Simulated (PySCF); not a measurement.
F₃S, SMILES F[S](F)F, multiplicity 2. Atoms are numbered in the order given.

```xyz
4

F      0.0000     1.6573    -0.2853
S      0.0000     0.0000    -0.3588
F      0.0000    -1.6573    -0.2853
F      0.0000     0.0000     1.2084
```
Charge 0, spin multiplicity 2.

The structure is a stationary point at PBE0-D3(BJ)/def2-TZVP. A frequency run showed that this geometry is not a minimum. The isomer is the one that the SMILES or the coordinates give; other isomers of the formula were not compared.

All values below come from PBE/pcH-1 in PySCF.

Unrestricted Kohn–Sham, ⟨S²⟩ = 0.752. Hyperfine tensors hold the contact and dipolar terms, without spin-orbit corrections.

Computed hyperfine couplings:
| nucleus | A(iso) (MHz) | A(iso) (G) | dipolar principal values (MHz) |
|---|---|---|---|
| 19F no. 1 | 32.3 | 11.5 | -276.5, -247.3, 523.8 |
| 33S no. 2 | 13.3 | 4.8 | -81.4, -75.5, 156.9 |
| 19F no. 3 | 32.3 | 11.5 | -276.5, -247.3, 523.8 |
| 19F no. 4 | 64.8 | 23.1 | -188.6, -187.1, 375.7 |

**Question.** And the g tensor (effective nuclear charges for spin-orbit coupling, GIAO)? (Estimate from the structure and the level; the computed values follow.)

**Answer.** principal values 2.0017, 2.0101, 2.0136; isotropic 2.0085.
